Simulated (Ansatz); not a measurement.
Reaction (formal exchange of groups at the Se–Sn bond): `[SeH][SnH2][SeH]` + `[SiH3]Cl` → `Cl[SiH2][SeH]` + `[SeH][SnH3]`

Gas-phase electronic energies from Ansatz, PBE0-D4/def2-TZVP geometries. CBS: MP2 limit from def2 TZ/QZ plus the TZ coupled-cluster correction, frozen cores. This one scheme is used for every species. DFT in def2-TZVPP. B3LYP here is the variant with VWN-RPA as its local correlation; programs differ in this. HSE06 is defined as in plane-wave codes. def2 core potentials past Kr. For Se, Sn outer-core shells are correlated without core-valence functions, which leaves a few kJ/mol of doubt a bond. Scalar relativity is left out up to krypton. One conformer a species, not always the lowest.

`[SeH][SnH2][SeH]`:

Cartesian coordinates in Å:
```
Se -0.283 -0.585 -2.183
Sn -0.336 0.650 0.026
Se -0.660 -0.892 2.006
H 1.121 -0.969 -1.982
H 1.133 1.492 0.213
H -1.710 1.652 -0.017
H 0.736 -1.346 1.937
```

`[SiH3]Cl`:

```xyz
5

Si   -0.109   -0.048   -0.048
Cl    1.634    0.714    0.726
H     0.204   -1.309   -0.759
H    -0.680    0.945   -0.987
H    -1.048   -0.303    1.068
```

`Cl[SiH2][SeH]`:

```xyz
6

Cl    0.724   -2.063    0.859
Si    0.234   -0.390   -0.216
Se   -0.803    1.010    1.241
H     1.479    0.204   -0.754
H    -0.660   -0.791   -1.325
H    -0.974    2.030    0.195
```

`[SeH][SnH3]`:

Cartesian coordinates in Å:
```
Se 0.273 1.372 -1.370
Sn -0.147 -0.176 0.591
H 0.592 0.249 -2.262
H -0.561 0.854 1.881
H 1.269 -1.059 0.940
H -1.426 -1.241 0.221
```

| level | ΔE (kcal/mol) | difference from CCSD(T)/CBS |
| --- | --- | --- |
| LDA (SPW92) | 3.6 | -2.7 |
| PBE-D4 | 5.1 | -1.2 |
| revPBE-D4 | 4.7 | -1.6 |
| BLYP-D4 | 6.4 | 0.1 |
| r2SCAN-D4 | 5.1 | -1.2 |
| B97M-V | 3.1 | -3.2 |
| PBE0-D4 | 4.9 | -1.4 |
| B3LYP-D4 | 6.1 | -0.2 |
| r2SCANh-D4 | 5.1 | -1.2 |
| r2SCAN0-D4 | 5.0 | -1.3 |
| HSE06-D4 | 5.0 | -1.3 |
| BHLYP-D4 | 6.3 | 0.0 |
| CAM-B3LYP-D4 | 5.3 | -1.0 |
| ωB97X-V | 4.8 | -1.5 |
| ωB97M-V | 4.7 | -1.6 |
| PBE-QIDH | 4.9 | -1.4 |
| PBE | 5.1 | -1.2 |
| revPBE | 5.4 | -0.9 |
| BLYP | 6.7 | 0.4 |
| r2SCAN | 5.1 | -1.2 |
| B3LYP | 6.3 | 0.0 |
| r2SCANh | 5.0 | -1.3 |
| r2SCAN0 | 4.9 | -1.4 |
| HSE06 | 4.9 | -1.4 |
| BHLYP | 6.1 | -0.2 |
| LC-ωPBE | 3.8 | -2.5 |
| RPA@PBE/def2-TZVPP | 5.0 | -1.3 |
| HF/def2-SVP | 6.8 | 0.5 |
| MP2/def2-SVP | 7.0 | 0.7 |
| CCSD(T)/def2-SVP | 6.8 | 0.5 |
| HF/def2-TZVPP | 6.6 | 0.3 |
| MP2/def2-TZVPP | 5.5 | -0.8 |
| SCS-MP2/def2-TZVPP | 5.7 | -0.6 |
| CCSD/def2-TZVPP | 5.0 | -1.3 |
| CCSD(T)/def2-TZVPP | 5.0 | -1.3 |
| MP2/def2-QZVPP | 6.4 | 0.1 |
| SCS-MP2/def2-QZVPP | 6.5 | 0.2 |
| HF/CBS(def2) | 6.9 | 0.6 |
| MP2/CBS(def2) | 6.9 | 0.6 |
| CCSD/CBS(def2) | 6.3 | 0.0 |
| CCSD(T)/CBS | 6.3 | 0 |

Largest T1 diagnostic among the species: 0.011.

In def2-TZVPP, CCSD(T) changes the Hartree–Fock value by −1.6 kcal/mol (the triples alone add +0.0 kcal/mol) and MP2 by −1.1 kcal/mol. Leaving LDA and LC-ωPBE aside and taking each functional with its dispersion term where it has one, the values spread over 3.3 kcal/mol, from B97M-V to BLYP-D4. LDA lies −1.5 kcal/mol from PBE without D4.
